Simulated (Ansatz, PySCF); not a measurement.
Pair of molecules: CH4O (SMILES CO) (first 6 atoms) with C2H3N (SMILES CC#N); geometry from B3LYP-D3(BJ)/def2-TZVP.
(charge 0, multiplicity 1):
| atom | x (Å) | y (Å) | z (Å) |
|---|---|---|---|
| C | -0.5814 | 0.1871 | -0.7437 |
| O | 0.2525 | -0.7388 | -0.0773 |
| H | -1.6344 | 0.0862 | -0.4514 |
| H | -0.5057 | -0.0139 | -1.8130 |
| H | -0.2743 | 1.2262 | -0.5693 |
| H | 0.1926 | -0.5650 | 0.8728 |
| C | -0.2864 | 0.4811 | 5.3560 |
| C | -0.1766 | 0.2007 | 3.9347 |
| N | -0.0891 | -0.0215 | 2.8122 |
| H | -0.4858 | 1.5412 | 5.5133 |
| H | -1.1007 | -0.0999 | 5.7893 |
| H | 0.6432 | 0.2178 | 5.8608 |

Counterpoise-corrected where a basis set is named; no monomer relaxation.

The values were computed with Ansatz (Gaussian orbitals); PySCF for the dispersion terms. Values without a source in brackets are computed.

Q: One of these levels gives -138.9 meV for the interaction energy. Which one is it?
A) B3LYP-D3(BJ)/def2-TZVPPD
B) r2SCAN/def2-TZVPPD
C) HF/aug-cc-pVDZ
D) BLYP/def2-TZVPPD

A: C, HF/aug-cc-pVDZ. The others give -173.1 (BLYP/def2-TZVPPD), -214.5 (r2SCAN/def2-TZVPPD), -234.5 (B3LYP-D3(BJ)/def2-TZVPPD)

Ansatz is a quantum-chemistry and plane-wave program.
